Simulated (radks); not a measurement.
Q: Species: Sb19+. Configuration: [Ar] 3d10 4s2 4p2. Calculated with a radial shooting solver on a logarithmic mesh with Libxc functionals: scalar-relativistic Kohn-Sham, LDA (Slater exchange, VWN5 correlation), spin-polarised, spherical densities, finite nucleus; open shells are filled with parallel spins first (spin-orbit coupling, left out, can overturn this in heavy ions); Fermi nuclear charge, rms radius 4.6802 fm. Some entries of the table are withheld. Estimate them.

orbital  occ.  eigenvalue (Ry)  <r^2> (bohr^2)  <1/r> (bohr^-1)
1s up       1        -2263.855        0.001096            54.27
1s down     1        -2263.785        0.001096            54.27
2s up       1        -377.1777         0.01772            12.42
2s down     1        -377.1323         0.01772            12.42
2p up       3        -342.8808         0.01398            11.92
2p down     3        -342.8187         0.01398            11.92
3s up       1        -103.0373          0.1227            4.466
3s down     1        -102.9584          0.1225            4.468
3p up       3        -91.83416          0.1222              (1)
3p down     3        -91.74791          0.1220              (2)
3d up       5        -74.87733          0.1058            4.041
3d down     5        -74.79454          0.1055            4.044
4s up       1        -43.15207          0.5556            2.014
4s down     1        -42.75540          0.5557            2.016
4p up       2              (3)          0.5956            1.911
4p down     0              (4)          0.5965            1.911

A: 
(1) 3p up <1/r> (bohr^-1): 4.261
(2) 3p down <1/r> (bohr^-1): 4.263
(3) 4p up eigenvalue (Ry): -39.19417
(4) 4p down eigenvalue (Ry): -38.79947
